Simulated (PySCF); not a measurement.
CH5ClO2Si, SMILES C[Si](O)(O)Cl.

Geometry optimised at B3LYP-D3(BJ)/def2-SVP. Other conformers were not sampled.

Two levels are set side by side: TDA-PBE/def2-SVPD (PySCF) and TDA-B3LYP/def2-SVPD (PySCF). Vertical, same geometry. The lowest singlet is HOMO→LUMO 96 % with PBE and HOMO→LUMO 75 %, HOMO−1→LUMO 22 % with the other functional; states are paired by order. Differences are taken from unrounded values.

```csv
quantity,TDA-B3LYP,TDA-PBE,TDA-PBE minus TDA-B3LYP
lowest singlet excitation (eV),7.48,6.80,-0.68
lowest triplet excitation (TDA) (eV),7.28,6.64,-0.63
first bright state (f over 0.05) (eV),7.61,6.95,-0.66
its oscillator strength,0.08,0.06,-0.02
```

A lower first singlet is the usual sign of a functional without exact exchange. Differences between two approximate levels are no errors against the true value.

Rough cost on one machine, each run with all the roots and properties that it gave: TDA-B3LYP against TDA-PBE about 2 times.
